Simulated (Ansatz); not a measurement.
SeSn, singlet, geometry from GFN2-xTB (such geometries of metal compounds can be far from the true shape) (all electrons, no relativity); BLYP/STO-3G (Ansatz, a first-principles code).

The Ansatz input:
Ansatz 0.2 input:
```yaml
crystal:
  periodic: [false, false, false]
  atoms:
    - {symbol: Sn, position_ang: [-0.00000000, -0.00000000, -0.94616634]}
    - {symbol: Se, position_ang: [0.00000000, 0.00000000, 1.39142108]}
basis:
  gaussian:
    orbitals: STO-3G
hamiltonian:
  xc: blyp
```

Question: Write the output that Ansatz gives for this input, abridged.

Answer: 
```
Functional definition: BLYP
531 factors; integrals over basis functions are off by at most 2.5e-5 eV
mean field evaluation 1: about -226938.6690 eV, gradient 2.1e1 eV
mean field evaluation 2: about -226883.9499 eV, gradient 8.3e1 eV
mean field evaluation 4: about -226941.7864 eV, gradient 6.3e0 eV
mean field evaluation 8: about -226941.9957 eV, gradient 2.2e-2 eV
mean field -226941.99566837 eV, -8339.9645140029 hartree, gradient 4.6e-5 eV, S^2 0.000000; 0 other end points of the search recorded, 0 dependent functions left out
reference -226941.99587099 eV, -8339.9645214492 hartree; 42, 42 occupied and 3, 3 virtual orbitals, 531 factors
Total energy: -226941.99587099 eV, -8339.9645214492 hartree
```
